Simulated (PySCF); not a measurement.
Compound: C5H5FN (doublet state).
Cartesian coordinates in Å at the GFN2-xTB level; atoms count from 1:
```
atom  x, y, z in Å
C1     2.0152    0.9667    0.3296
C2     0.9271    0.4890   -0.1708
C3     0.0982   -0.7011   -0.2478
F4     0.7395   -1.8108    0.3417
C5    -1.2403   -0.5088    0.4858
C6    -2.0177    0.5239   -0.1485
N7    -2.6314    1.3398   -0.6609
H8     2.7014    0.3852    0.9486
H9     2.3271    1.9862    0.1577
H10   -0.0699   -0.9950   -1.2934
H11   -1.8014   -1.4476    0.4715
H12   -1.0465   -0.2281    1.5252
```

The hyperfine couplings belong to this conformer and change with its torsions.

The species is `[C](=C)[C@H](CC#N)F` [radical].

The calculation used UKS B3LYP, pcH-1 on C F H N, non-relativistic, mean-field spin-orbit, GIAO (PySCF). Geometry: GFN2-xTB, one conformer, isolated molecule. A GFN2-xTB geometry isn't a minimum of the functional, and hyperfine couplings can be far from their values at a DFT geometry. No stability test was run, so a lower SCF solution isn't excluded.

(1) Break the g tensor into its mass correction, gauge correction and orbital-Zeeman/spin–orbit terms.

(2) How much does each term add to the isotropic shift?

(3) At 9.661 GHz, how far is the centre of the isotropic spectrum from where a free electron (g = 2.002319) resonates?

(4) What are the electron Larmor frequencies g μB B/h along the three axes at 3350 mT?

(5) In a frozen sample, at which fields do the three g values resonate at 9.5, 34, 94 and 263 GHz (hyperfine left aside), and which band first spreads them over more than twice a line width of 0.5 mT?

Answers

(1) 
| Δg (ppm) | 1 | 2 | 3 |
| --- | --- | --- | --- |
| relativistic mass correction | -171 | -171 | -171 |
| gauge correction | 42 | 8 | 50 |
| orbital Zeeman/spin–orbit | -656 | -33 | 800 |
| total | -786 | -196 | 679 |

So g = 2.00153, 2.00212, 2.00300 and g_iso = 2.00222; the tensor is rhombic: the two nearest values differ by 40 % of g3 − g1. 

(2) The mass correction -171, the orbital-Zeeman/spin–orbit term 37 and the gauge correction 34 ppm, for a total of -101 ppm. The mass correction is the largest in size. The mass correction is the same along every axis, so the anisotropy comes from the other two: their spans along these axes are 42 (gauge) and 1457 ppm (orbital Zeeman/spin–orbit).

(3) B = hν/(g μB) with μB/h = 13.99624 MHz/mT gives 344.73 mT for the free electron and 344.75 mT at g_iso, 0.02 mT higher.

(4) 93.8467, 93.8744, 93.9154 GHz for g1, g2 and g3, a range of 68.7 MHz.

(5) 
| band | GHz | B(g3) mT | B(g2) mT | B(g1) mT | spread mT |
| --- | --- | --- | --- | --- | --- |
| X | 9.5 | 338.87 | 339.02 | 339.12 | 0.25 |
| Q | 34.0 | 1212.79 | 1213.32 | 1213.68 | 0.89 |
| W | 94.0 | 3353.02 | 3354.48 | 3355.47 | 2.45 |
| J | 263.0 | 9381.31 | 9385.41 | 9388.18 | 6.87 |

The spread grows in proportion to the frequency. W band is the first where it exceeds 1.0 mT.

The largest Mulliken spin populations are on C2 (+0.97), C1 (-0.16) and H8 (+0.09). No atom but C2 exceeds +0.15. The positive populations add up to 1.18 and the negative ones to -0.18, together 2S = 1.

The HOMO–LUMO gaps are 6.51 eV among the α and 5.06 eV among the β orbitals.

On an Arm Neoverse V1 with one thread, shared host, this took 38 s of wall time (grids of density and orbitals included) and 0.87 GiB of memory at its peak.
